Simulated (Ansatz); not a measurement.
Ansatz results at the PBE0-D4/def2-TZVP geometry: LUMO energy (PBE/def2-TZVPP) -1.26 eV; HOMO energy (PBE0/def2-TZVPP) -7.52 eV; size of the dipole moment (B3LYP/def2-TZVPP) 2.55 D.

Each molecule was computed in one conformer, which needn't be the lowest.

(1) Which molecule gave them?
A. `OC[O][SnH3]`
B. `N[Si@H]1[GeH2][C@@H]1F`
C. `O=[CH][SnH]([OH])[I]`
D. `C[O][SnH2][OH]`

Answers

(1) A. The others give `C[O][SnH2][OH]`: -1.29, -7.74, 1.93; `N[Si@H]1[GeH2][C@@H]1F`: -1.25, -6.47, 3.29; `O=[CH][SnH]([OH])[I]`: -3.35, -7.29, 2.36.

B3LYP here is the variant with VWN-RPA as its local correlation; programs differ in this.
